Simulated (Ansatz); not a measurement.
Ansatz (a quantum-chemistry and plane-wave program) input for SiF₂ClBr, SMILES F[Si](F)(Cl)Br, PBE-D3(BJ)/def2-SVP. 

Ansatz 0.2 input:
```yaml
crystal:
  periodic: [false, false, false]
  atoms:
    - {symbol: F, position_ang: [1.30110193, 0.81717741, -1.28792831]}
    - {symbol: Si, position_ang: [0.39422594, 0.54313164, 0.00000000]}
    - {symbol: F, position_ang: [1.30110194, 0.81717741, 1.28792830]}
    - {symbol: Cl, position_ang: [-1.16080653, 1.83483521, 0.00000000]}
    - {symbol: Br, position_ang: [-0.26300820, -1.52872100, 0.00000000]}
basis:
  gaussian:
    orbitals: def2-SVP
hamiltonian:
  xc: pbe
  dispersion: d3bj
relax: {f_tol: 0.002, max_steps: 200}
```

Program output:

```
WARN ansatz: RAYON_NUM_THREADS=1 ignored (pool sized by the plan → 1); use --threads N
Functional definition: PBE
integrals: 0.04 GiB planned
1032 factors; their error is unknown
mean field: 0.23 GiB planned
mean field evaluation 1: about -95839.5261 eV, gradient 4.3e1 eV
mean field evaluation 2: about -95829.6410 eV, gradient 9.1e1 eV
mean field evaluation 4: about -95842.3268 eV, gradient 2.1e0 eV
mean field evaluation 8: about -95842.3373 eV, gradient 3.7e-2 eV
mean field evaluation 16: about -95842.2284 eV, gradient 5.7e-5 eV
mean field -95842.22836471 eV, -3522.1369282076 hartree, gradient 4.0e-5 eV, S^2 0.000000; 0 other end points of the search recorded, 0 dependent functions left out
the calculation of the forces begins
reference -95842.22839115 eV, -3522.1369291791 hartree; 42, 42 occupied and 54, 54 virtual orbitals, 1032 factors
relax step   1: F+E_penalty+E_count = -95842.36913502 eV  Δ(F+E_penalty+E_count) = +0.000e0 eV  max|allowed force component| = 5.185e-1 eV/Å  Δτ_max = 0.0000 Å  (26 SCF iters, accepted)
these checks for a lower state are left out or cut short: starts, cluster_reference, orbital_swaps, neighbouring_geometries, increment
integrals: 0.04 GiB planned
1032 factors; their error is unknown
mean field: 0.23 GiB planned
mean field -95842.24324290 eV, -3522.1374749708 hartree, gradient 6.2e-5 eV, S^2 0.000000; 0 other end points of the search recorded, 0 dependent functions left out
the calculation of the forces begins
reference -95842.24326940 eV, -3522.1374759445 hartree; 42, 42 occupied and 54, 54 virtual orbitals, 1032 factors
relax step   2: F+E_penalty+E_count = -95842.38311673 eV  Δ(F+E_penalty+E_count) = -1.398e-2 eV  max|allowed force component| = 3.979e-1 eV/Å  Δτ_max = 0.0183 Å  (27 SCF iters, accepted)
these checks for a lower state are left out or cut short: starts, cluster_reference, orbital_swaps, neighbouring_geometries, increment
integrals: 0.04 GiB planned
1032 factors; their error is unknown
mean field: 0.23 GiB planned
mean field -95842.24636394 eV, -3522.1375896668 hartree, gradient 6.5e-5 eV, S^2 0.000000; 0 other end points of the search recorded, 0 dependent functions left out
the calculation of the forces begins
reference -95842.24639040 eV, -3522.1375906393 hartree; 42, 42 occupied and 54, 54 virtual orbitals, 1032 factors
relax step   3: F+E_penalty+E_count = -95842.38617775 eV  Δ(F+E_penalty+E_count) = -3.061e-3 eV  max|allowed force component| = 9.344e-2 eV/Å  Δτ_max = 0.0075 Å  (27 SCF iters, accepted)
these checks for a lower state are left out or cut short: starts, cluster_reference, orbital_swaps, neighbouring_geometries, increment
integrals: 0.04 GiB planned
1032 factors; their error is unknown
mean field: 0.23 GiB planned
mean field evaluation 32: about -95842.2465 eV, gradient 6.7e-2 eV
mean field -95842.24652218 eV, -3522.1375954822 hartree, gradient 6.5e-5 eV, S^2 0.000000; 0 other end points of the search recorded, 0 dependent functions left out
the calculation of the forces begins
reference -95842.24654863 eV, -3522.1375964543 hartree; 42, 42 occupied and 54, 54 virtual orbitals, 1032 factors
relax step   4: F+E_penalty+E_count = -95842.38630403 eV  Δ(F+E_penalty+E_count) = -1.263e-4 eV  max|allowed force component| = 6.270e-3 eV/Å  Δτ_max = 0.0029 Å  (27 SCF iters, accepted)
these checks for a lower state are left out or cut short: starts, cluster_reference, orbital_swaps, neighbouring_geometries, increment
integrals: 0.04 GiB planned
1032 factors; their error is unknown
mean field: 0.23 GiB planned
mean field -95842.24651604 eV, -3522.1375952564 hartree, gradient 2.9e-5 eV, S^2 0.000000; 0 other end points of the search recorded, 0 dependent functions left out
the calculation of the forces begins
reference -95842.24654249 eV, -3522.1375962284 hartree; 42, 42 occupied and 54, 54 virtual orbitals, 1032 factors
relax step   5: F+E_penalty+E_count = -95842.38630839 eV  Δ(F+E_penalty+E_count) = -4.361e-6 eV  max|allowed force component| = 6.620e-3 eV/Å  Δτ_max = 0.0009 Å  (20 SCF iters, accepted)
these checks for a lower state are left out or cut short: starts, cluster_reference, orbital_swaps, neighbouring_geometries, increment
integrals: 0.04 GiB planned
1032 factors; their error is unknown
mean field: 0.23 GiB planned
mean field -95842.24651841 eV, -3522.1375953437 hartree, gradient 2.3e-5 eV, S^2 0.000000; 0 other end points of the search recorded, 0 dependent functions left out
the calculation of the forces begins
reference -95842.24654486 eV, -3522.1375963157 hartree; 42, 42 occupied and 54, 54 virtual orbitals, 1032 factors
relax step   6: F+E_penalty+E_count = -95842.38630953 eV  Δ(F+E_penalty+E_count) = -1.141e-6 eV  max|allowed force component| = 2.618e-4 eV/Å  Δτ_max = 0.0002 Å  (19 SCF iters, accepted)
integrals: 0.04 GiB planned
1032 factors; their error is unknown
mean field: 0.23 GiB planned
mean field -95842.24651841 eV, -3522.1375953437 hartree, gradient 2.3e-5 eV, S^2 0.000000; 1 other end points of the search recorded, 0 dependent functions left out
the calculation of the forces begins
reference -95842.24654486 eV, -3522.1375963157 hartree; 42, 42 occupied and 54, 54 virtual orbitals, 1032 factors
Total energy: -95842.38633598 eV, -3522.1427335447 hartree
Atom 0 at     1.310839     0.820452    -1.301607 Å, force     0.000221    -0.000056     0.000112 eV/Å
Atom 1 at     0.394940     0.543750    -0.000000 Å, force    -0.000262    -0.000091    -0.000000 eV/Å
Atom 2 at     1.310839     0.820452     1.301607 Å, force     0.000221    -0.000056    -0.000112 eV/Å
Atom 3 at    -1.174324     1.844784     0.000000 Å, force    -0.000218     0.000003    -0.000000 eV/Å
Atom 4 at    -0.269679    -1.545838     0.000000 Å, force     0.000037     0.000199     0.000000 eV/Å
Dipole moment:    -0.144391    -0.082535    -0.000000 e Å
```

The run converged.
